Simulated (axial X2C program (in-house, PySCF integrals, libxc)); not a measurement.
**Levels of GaH⁻ by electron attachment to GaH (EOM-EA-CCSD)**

Calculated with an in-house all-electron X2C program for linear molecules (integrals from PySCF): two-component X2C with atomic mean-field Coulomb and Gaunt terms, Gaussian nuclei, basis Ga dyall-acv3z, H dyall-av3z with contracted cores.

R = 1.926 Å (1.150 times 1.675 Å, the PBE0 minimum at charge 0 for the lowest determinant).

Levels of GaH⁻ obtained by attaching an electron to GaH:

```tsv
Ω	binding energy (eV)	above lowest (cm⁻¹)	attached spinor	one-particle weight
1/2	0.138	0	91% Ga pπ, 7% H pπ	0.96
3/2	0.107	248	91% Ga pπ, 7% H pπ	0.96
1/2	-0.554	5577	82% Ga pσ, 8% H sσ, 8% Ga sσ	0.99
1/2	-0.776	7371	58% Ga sσ, 21% H sσ, 16% Ga pσ	0.99
1/2	-0.930	8611	97% Ga pπ	0.99
3/2	-0.945	8729	97% Ga pπ	0.99
1/2	-1.925	16638	44% H sσ, 26% Ga dσ, 17% Ga sσ	0.99
```

Task: What is the splitting of the first π pair in the table, and is it regular or inverted?

Result: E(3/2) − E(1/2) = 248 − 0 = 248 cm⁻¹ at EOM-EA-CCSD: regular, Ω = 1/2 lower. Splittings at this level can be off by ten to twenty per cent.

Negative binding energies belong to unbound states, resonances or levels that the basis set holds; within some tenths of an eV of zero the sign is not settled.

This point took 26 s on 1 thread of Intel(R) Xeon(R) Processor @ 2.30GHz, on a shared host.

Reference electrons by ω block (each with its −ω partner): 1/2: 11, 3/2: 4, 5/2: 1. 14 electrons of GaH correlated (inner shells frozen), 92 natural virtual spinors (a truncated set); levels can be off by some tenths of an eV. Roots sought by Ω: (1/2: 5, 3/2: 4, 5/2: 2, 7/2: 1); the list ends where they run out and leaves out roots under 60 % one-particle weight. The solver can skip a root, and states that need a further excitation, which the method places far too high, are missing though they may lie low or lowest. T1 of the reference 0.015 (Lee–Taylor). Number of frozen shells: Ga 3 s, 2 p; H none.
